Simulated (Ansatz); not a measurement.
`O=C=[N][In]([F])[F]` + CH₃SH → `C[S][In]([F])[F]` + `N=C=O`  (ligand exchange at the In–N bond)

Isolated molecules relaxed with PBE0-D4/def2-TZVP in Ansatz; ΔE leaves out vibrations. CCSD(T)/CBS adds triple-zeta CCSD(T) − MP2 to the extrapolated MP2 energy (def2 sets, frozen cores). This one scheme is used for every species. Functionals use def2-TZVPP. HSE06 is defined as in plane-wave codes. Elements past krypton have def2 core potentials. For In outer-core shells are correlated without core-valence functions, which leaves a few kJ/mol of doubt a bond. One conformer a species, not always the lowest.

CCSD(T)/CBS gives -9.4 kcal/mol.

(1) Another level gave -11.4 kcal/mol. Which?
A. HSE06/def2-TZVPP
B. LC-ωPBE/def2-TZVPP
C. LDA (SPW92)/def2-TZVPP
D. PBE/def2-TZVPP

Largest T1 diagnostic among the species: 0.018.

Results:

(1) A. HSE06 -11.4, LDA (SPW92) -14.6, PBE -13.0, LC-ωPBE -8.5 kcal/mol.

From PBE to PBE0 (25 % exact exchange), in def2-TZVPP and without D4, ΔE moves by +1.6 kcal/mol. Leaving LDA and LC-ωPBE aside and taking each functional with its dispersion term where it has one, the values, not all of them listed here, spread over 4.4 kcal/mol, from PBE-D4 to ωB97X-V. LDA lies −1.6 kcal/mol from PBE without D4. In def2-TZVPP, CCSD(T) changes the Hartree–Fock value by −3.4 kcal/mol (the triples alone add −0.6 kcal/mol) and MP2 by −3.9 kcal/mol.
